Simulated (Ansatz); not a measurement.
`CCO[Si](O)(O)O` and `C=C[Si](O)(O)O` differ in one atom or group.

Ansatz, PBE0-D4/def2-TZVP geometries, multiplicity 1. Each molecule was computed in one conformer, which needn't be the lowest.

```csv
property,`CCO[Si](O)(O)O`
size of the dipole moment (PBE/def2-TZVPP) / D,0.31
HOMO energy (PBE0/def2-TZVPP) / eV,-8.29
LUMO energy (B3LYP/def2-TZVPP) / eV,0.22
HOMO–LUMO gap (PBE0/def2-TZVPP) / eV,8.89
HOMO–LUMO gap (B3LYP/def2-TZVPP) / eV,8.26
size of the dipole moment (B3LYP/def2-TZVPP) / D,0.36
```

Problem. What does the change do to each property? (Best estimate.)

Solution. Ansatz gave: 
| property | `C=C[Si](O)(O)O` | shift |
| --- | --- | --- |
| size of the dipole moment (PBE/def2-TZVPP) / D | 1.21 | 0.90 |
| HOMO energy (PBE0/def2-TZVPP) / eV | -8.07 | 0.22 |
| LUMO energy (B3LYP/def2-TZVPP) / eV | -0.69 | -0.91 |
| HOMO–LUMO gap (PBE0/def2-TZVPP) / eV | 7.61 | -1.28 |
| HOMO–LUMO gap (B3LYP/def2-TZVPP) / eV | 7.13 | -1.13 |
| size of the dipole moment (B3LYP/def2-TZVPP) / D | 1.28 | 0.92 |

With PBE0 the HOMO rises by 0.22 eV and the LUMO falls by 1.06 eV, so the gap narrows by about 1.28 eV. PBE moves the HOMO by -0.19 eV and ωB97M-V by 0.36 eV. Dipoles are sizes alone; their direction can turn.

B3LYP here is the variant with VWN-RPA as its local correlation; programs differ in this.
